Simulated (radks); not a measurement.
All-electron atom: Ta3+ in [Xe] 4f14 5d2. Method: scalar-relativistic Kohn-Sham, PBE, spin-polarised, spherical densities, point nucleus; open shells are filled with parallel spins first (spin-orbit coupling, left out, can overturn this in heavy ions); computed with a radial shooting solver on a logarithmic mesh with Libxc functionals.

Radial electron density D(r) = 4 pi r^2 rho(r):

r (bohr)  D(r) (e/bohr)   spin D(r)
0.001881          18.59   -0.000136
0.002528          27.87   -0.000201
0.003372          40.05   -0.000286
0.004498          55.24   -0.000390
0.005999          72.17   -0.000505
0.008001          87.86   -0.000622
0.01067           97.95   -0.000746
0.01423           98.86   -0.000928
0.01898           92.29    -0.00126
0.02552           88.46    -0.00153
0.03404           100.3  -0.0000629
0.0454            123.9     0.00829
0.06056           133.4      0.0320
0.08077           115.1      0.0727
0.1077            102.8       0.103
0.1437            118.8      0.0722
0.1916            111.2    -0.00889
0.2577            69.45   -0.000429
0.3436            65.19       0.136
0.4583            72.25       0.134
0.6113            47.24     -0.0385
0.8153            24.02       0.146
1.087             15.10       0.853
1.45              8.292        1.35
1.935             2.968        1.09
2.601            0.6980       0.473
3.469            0.1210       0.110
4.627           0.01112      0.0110
6.171         0.0003356    0.000335

D(r) has 4 maxima, at r = 0.0126, 0.0577, 0.161, 0.426 bohr, and minima at 0.0243, 0.104, 0.302 bohr, inside which lie 1.91, 11.04, 29.87 electrons.
